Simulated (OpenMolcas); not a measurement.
How methods differ on CH3ClF2Si (SMILES C[Si](F)(F)Cl)

CH3ClF2Si: 8 atoms, total charge 0, spin state singlet. As SMILES, `C[Si](F)(F)Cl`. The coordinates come from a PBE0-D4/def2-TZVP relaxation.

Quantity: the HOMO–LUMO gap, in eV. The values are calculated.

```json
{"level": "HF/def2-SVP", "kind": "Hartree–Fock", "program": "OpenMolcas", "value (eV)": "17.32"}
{"level": "SVWN5/def2-SVP", "kind": "LDA", "program": "OpenMolcas", "value (eV)": "8.36"}
{"level": "BLYP/def2-SVP", "kind": "GGA", "program": "OpenMolcas", "value (eV)": "8.24"}
{"level": "PBE/def2-SVP", "kind": "GGA", "program": "OpenMolcas", "value (eV)": "8.43"}
{"level": "M06-L/def2-SVP", "kind": "meta-GGA", "program": "OpenMolcas", "value (eV)": "9.56"}
{"level": "TPSS/def2-SVP", "kind": "meta-GGA", "program": "OpenMolcas", "value (eV)": "8.86"}
{"level": "PBE0/def2-SVP", "kind": "global hybrid", "program": "OpenMolcas", "value (eV)": "10.87"}
{"level": "B2PLYP/def2-SVP", "kind": "double hybrid", "program": "OpenMolcas", "value (eV)": "13.15"}
```

The values span 8.24 to 17.32 eV. Orbital gaps aren't excitation energies, and those of double hybrids come from the SCF part alone; they tend to grow with the share of exact exchange.
